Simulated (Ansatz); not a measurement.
Isolated molecules relaxed with PBE0-D4/def2-TZVP in Ansatz; ΔE leaves out vibrations. CCSD(T)/CBS is the MP2 limit (def2-TZVPP, def2-QZVPP) plus CCSD(T) − MP2 in def2-TZVPP, frozen cores. This one scheme is used for every species. DFT in def2-TZVPP. Each species was taken in one conformer, which may not be the lowest.

Consider the ligand exchange at the Al–F bond: `[NH2][Al]([F])[O][SiH3]` + H₂S → `[NH2][Al]([SH])[O][SiH3]` + H–F.

| level | ΔE (kJ/mol) |
| --- | --- |
| PBE | 68.0 |
| r2SCANh | 73.0 |

Question: What does CCSD(T)/CBS give? (Best estimate.)

Answer: Computed: +70.4 kJ/mol. The listed levels differ from it by -2.4, 2.6 kJ/mol.

Largest T1 diagnostic among the species: 0.011.

At CCSD(T), def2-SVP lies +15.2 kJ/mol from the extrapolated value and def2-TZVPP +2.6 kJ/mol. In def2-TZVPP, CCSD(T) changes the Hartree–Fock value by −14.8 kJ/mol (the triples alone add −3.7 kJ/mol) and MP2 by −17.6 kJ/mol. The D4 term adds −7.9 kJ/mol with B3LYP and −4.6 kJ/mol with PBE0; it sums over pairs of atoms, weighted by their polarisabilities, and B3LYP, whose exchange is more repulsive, gets the larger term.

B3LYP here is the variant with VWN-RPA as its local correlation; programs differ in this.
